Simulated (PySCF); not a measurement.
## `InChI=1S/C4H4FOP/c1-3-4(5)7-2-6-3/h2H,1H3`

Cartesian coordinates in Å; atom numbers follow the order of the lines, from 1:
```xyz
11

C    -1.525   -0.608    0.386
C    -0.176   -0.039    0.166
O     0.889   -0.774    0.548
C     2.053   -0.157    0.310
P     1.968    1.391   -0.409
C     0.196    1.157   -0.372
F    -0.694    2.040   -0.815
H    -2.278    0.090   -0.002
H    -1.640   -1.573   -0.131
H    -1.719   -0.772    1.457
H     2.928   -0.734    0.611
```

Theory: quadratic response CAM-B3LYP/def2-SVPD first hyperpolarisability, Taylor convention, gas phase (PySCF). Geometry: PBE0-D3(BJ)/def2-SVP.

Task: Give β for the processes computed.

Result: In au, Taylor convention; the vector part is βᵢ = ⅓ Σⱼ (βᵢⱼⱼ + βⱼᵢⱼ + βⱼⱼᵢ); β∥ is 3/5 of the vector part along the dipole, the dipole points from − to +:
```csv
process,λ (nm),β vector norm,β∥,β HRS,depolarisation ratio
"static β(0;0,0)",∞,235.2,59.6,86.9,8.35
"second harmonic β(−2ω;ω,ω)",1550,251.2,63.6,92.7,8.59
"Pockels β(−ω;ω,0)",1550,240.3,60.9,–,–
"second harmonic β(−2ω;ω,ω)",1064,272.4,68.6,100.3,8.94
"Pockels β(−ω;ω,0)",1064,246.3,62.4,–,–
"second harmonic β(−2ω;ω,ω)",694.3,354.0,86.3,129.7,10.26
"Pockels β(−ω;ω,0)",694.3,263.2,66.4,–,–
```

Task: Which lowest excitations, dipole and polarisabilities go with it?

Result: S1 5.22 eV (f = 0.074); S2 5.83 eV (f = 0.054); S3 6.12 eV (f = 0.007); dipole 1.84 D; isotropic α 72.8 au static, 73.2 au at 1550 nm, 73.7 au at 1064 nm, 74.4 au at 775 nm, 74.8 au at 694.3 nm, 76.4 au at 532 nm, 82.8 au at 347.1 nm.
